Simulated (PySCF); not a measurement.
# BiH: one state, many levels of theory

State: ³Σ⁻ (triplet), unpaired electrons π ↑↑. Set-up: PySCF, scalar-relativistic core potentials, basis sets Bi def2-TZVP with ECP60, H def2-TZVP. De refers to Bi + H in their high-spin ground configurations, without counterpoise correction. The functionals are run spin-unrestricted. A positive dipole means Bi(−)H(+).

```
      Level  Re (Å)  ωe (cm⁻¹)  De (eV)  μ (D)  CPU s a point (SCF and correlation, without the integrals)
        UHF   1.784       1867     1.32  -0.66                                                        0.25
    UHF-MP2   1.781       1864     1.96    n/a                                                        0.48
UHF-SCS-MP2   1.787       1857     2.08    n/a                                                         n/a
   UHF-CCSD   1.792       1814     2.18    n/a                                                         n/a
UHF-CCSD(T)   1.796       1790     2.22    n/a                                                          14
        LDA   1.800       1780     2.93  -0.58                                                        0.63
        PBE   1.813       1741     2.47  -0.73                                                        0.97
       BLYP   1.822       1710     2.59  -0.80                                                        0.66
     r²SCAN   1.797       1795     2.42  -0.68                                                         1.5
    r²SCANh   1.792       1815     2.40  -0.66                                                         1.6
       PBE0   1.794       1813     2.37  -0.68                                                         1.5
      HSE06   1.797       1805     2.40  -0.69                                                         1.4
```

The bond length runs from 1.781 Å (UHF-MP2) to 1.822 Å (BLYP). De spans 1.32 eV (UHF, mean field) to 2.93 eV (LDA, local density). Correlation at CCSD(T) changes the Hartree–Fock bond energy by +0.90 eV; the triples alone change it by +0.04 eV.

Correlated steps freeze 4 core orbitals. These are scalar-relativistic numbers at best; spin–orbit coupling would shift them, the dissociation energy most. The state is the lowest determinant that a PBE0 search found; another state may lie lower at other levels.

The whole job (state search and all levels along the bond) took about 4.7 min on 1 thread of Arm Neoverse N1 (shared host), peak memory 0.82 GiB.
